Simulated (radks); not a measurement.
Species: Er. Configuration: [Xe] 4f12 6s2 (the NIST ground configuration). Calculated with a radial shooting solver on a logarithmic mesh with Libxc functionals: scalar-relativistic Kohn-Sham, HCTH/407, spin-unpolarised, spherical densities, finite nucleus; Fermi nuclear charge, rms radius 5.2516 fm.

Normalised radial functions P(r) = r R(r), r in bohr:

```
   r/bohr * 4d, o 5s, + 6p (the largest magnitude, 1.42, reaches the edge; | marks zero, & curves that meet)
  0.00102                             &o
 0.001661                             &o
 0.002706                             & o
 0.004409                             &  o
 0.007124                             &  o
  0.01161                             &  o
  0.01891                             +*o
  0.03056                           o |+*
  0.04978                        o    |+   *
  0.08109                          o  +           *
   0.1321                            +|    o          *
   0.2135                            +|    o*
   0.3478           *        o        |+
   0.5665  *                       o  |+
   0.9156                *          + |                 o
    1.492                           & |               o
     2.43                             *  +o
    3.958                             &       +
    6.397                             &       +
    10.42                             &  +
    16.98                             &
```

4d: eigenvalue -166.55 eV, 1 radial node at r = 0.245 bohr, <r> = 0.583 bohr, 90 % of the charge inside 0.876 bohr. 5s: eigenvalue -52.286 eV, 4 radial nodes at r = 0.0246, 0.0976, 0.254, 0.602 bohr, <r> = 1.25 bohr, 90 % of the charge inside 1.81 bohr. 6p (empty): eigenvalue -1.273 eV, 4 radial nodes at r = 0.0877, 0.256, 0.636, 1.86 bohr, <r> = 6.07 bohr, 90 % of the charge inside 9.04 bohr.
